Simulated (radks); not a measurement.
Task: These are the eigenvalues of the occupied orbitals of an atom or ion with whole-number occupations (hartree). All-electron calculation, Dirac Kohn-Sham, PW91, spin-unpolarised, spherical densities, point nucleus. Program: a radial shooting solver on a logarithmic mesh with Libxc functionals.

orbital  eigenvalue
1s1/2     -490.7841
2s1/2     -65.09200
2p1/2     -58.76884
2p3/2     -57.02169
3s1/2     -10.15091
3p1/2      -7.95102
3p3/2      -7.69916
3d3/2      -3.88032
3d5/2      -3.84017
4s1/2      -1.99127
4p1/2      -1.48349

Which element is it, and in what charge state? The configuration may be excited. Open shells, if any, fill j = l - 1/2 first.

Result: Z = 35, bromine, charge +3: Br3+ in [Ar] 3d10 4s2 4p2. The list shows which subshells hold electrons but not how many an open one holds; the 1s level, -490.78 hartree, gives Z - s = 31.3 by -(Z - s)^2/2, which with screening and relativity narrows Z to a few neighbours, and the depths of the outer levels then fix element, charge and occupations together.
